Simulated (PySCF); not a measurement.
# Structure from NMR data

An unknown has the formula C7H5FO3. Its calculated NMR data are:

1H NMR (500 MHz, computed): δ 10.36 (s, 1H), 8.04 (m, 1H), 2.94 (s, 3H).

13C{1H} NMR (computed): δ 189.6 (CH), 173.6 (C), 156.4 (C), 143.4 (C), 135.5 (CH), 130.2 (C), 19.3 (CH3).

Computational details: geometry from GFN2-xTB, σ from GIAO-PBE0/pcSseg-1, in PySCF (one conformer, rapidly exchanging positions averaged, non-relativistic, in vacuum).

Shifts are taken against calculated references (same method and geometry level): TMS for 1H (31.72 ppm), 13C (186.93 ppm).

Question: Deduce the structure.

Answer: 
The formula gives 5 degrees of unsaturation (1 ring in the answer). 7 carbon signals for 7 carbons: no two carbons are equivalent. Carbon types of the structure: 4 × C, 2 × CH, 1 × CH3, which accounts for all hydrogens. δC 189.6: aldehyde carbonyl carbon; low-lying n→π* states of the double bond to the heteroatom give a large paramagnetic term (-244 ppm). δC 173.6, 143.4: substituted aromatic carbon next to the ring oxygen. δC 156.4: carbonyl carbon. δC 135.5: aromatic CH; the aromatic region. δC 130.2: substituted aromatic carbon. δC 19.3: methyl carbon on an aromatic ring; aliphatic region, no heteroatom directly attached. δH 10.36: hydrogen on an aldehyde carbonyl carbon; the formyl region, downfield of aromatic protons.

Structure: `Cc1oc(C(=O)F)cc1C=O`.

This is the structure that produced the data.

Splittings by 19F in the carbon and heteronuclear signals aren't shown, as no couplings were computed. Shifts are as computed. Against solution values, carbons near 30 ppm lie about +3 ppm off and those near 130 ppm about +5 ppm. Of 1211 compounds with measured shifts, 218 miss one by over three times the rms of a fit or turn the order of signals round; such compounds aren't used in these exercises. No couplings were computed; multiplicities are counted from neighbouring protons, with m where these are inequivalent, close in shift, in a saturated or five-membered ring or joined by F or P, and br s for small geminal =CH2 splittings.
